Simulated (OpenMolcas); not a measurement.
**Cu3+: moving or changing the point charges**

Cu3+ among 6 point charges of -2 e arranged as an octahedron (Oh), 1.83 Å from the ion.

| Quantity | Value |
| --- | --- |
| Program | OpenMolcas 26.06 |
| Method | CASSCF |
| Basis | ANO-RCC-VDZP [5s4p2d1f] |
| Scalar Hamiltonian | DKH2, point nucleus |
| Active space | 8 electrons in 5 orbitals (3d) |
| State averaging | 2S+1 = 3 even, 10 roots; 2S+1 = 1 even, 15 roots |
| Spin-orbit coupling | RASSI with atomic mean-field integrals over the reference wave functions |

Runs around this geometry, states (labels of O, the rotations of Oh). Energies in cm-1 above the lowest state or level, χT in cm3 K/mol; 10Dq and B are least-squares fits to the states below 45000 cm-1, weighted by degeneracy, with a free offset, and given where the rms deviation is under 5 % of |10Dq| (or 100 cm-1) and under 700 cm-1.

```csv
R (Å),q (e),Ground state,First state of that spin,10Dq,B (rms of fit),First gap with spin-orbit (degeneracies),χT at 300 K,First state of another spin
1.83,-1.3,3A2,3T2 2707,2579,1464 (69),"2330 (3, 2)",2.327,1E 20072
1.74,-2,3A2,3T2 5158,,,"4764 (3, 2)",1.811,1E 21115
1.83,-2,3A2,3T2 4141,,,"3747 (3, 2)",1.974,1E 20746
1.99,-2,3A2,3T2 2852,2711,1464 (76),"2473 (3, 2)",2.282,1E 20163
```

Taking the first state of the same spin as R^-n, n = -ln(2852 / 5158) / ln(1.99 / 1.74) = 4.4 between the shortest and longest distance.

Scaling the charges by -1.3 / -2 = 0.65 scales the first state of the same spin by 2707 / 4141 = 0.65; with fixed orbitals a first-order splitting would follow the charge.

Without dynamic correlation the repulsion within the d shell is too large (B by tens of per cent), so at a given field states of lower spin stand too high. This field is weak: 10Dq is about 2579 cm-1, while octahedral complexes of 3d ions of charge 3 and more, computed by the same method with explicit ligands, had a median near 15000 cm-1. Ground spin and moment need not be those of a real site (figures for R = 1.83, q = -1.3; the like holds for R = 1.74, q = -2, R = 1.83, q = -2, R = 1.99, q = -2). The ground term spreads over less than 5000 cm-1, several times less than with real ligands, so orbital moments are less quenched and χT lies further from the spin-only value than at real sites (holds for R = 1.83, q = -1.3). Point charges carry no covalency, so the field is a model and not that of real ligands. No measured value stands beside these numbers.
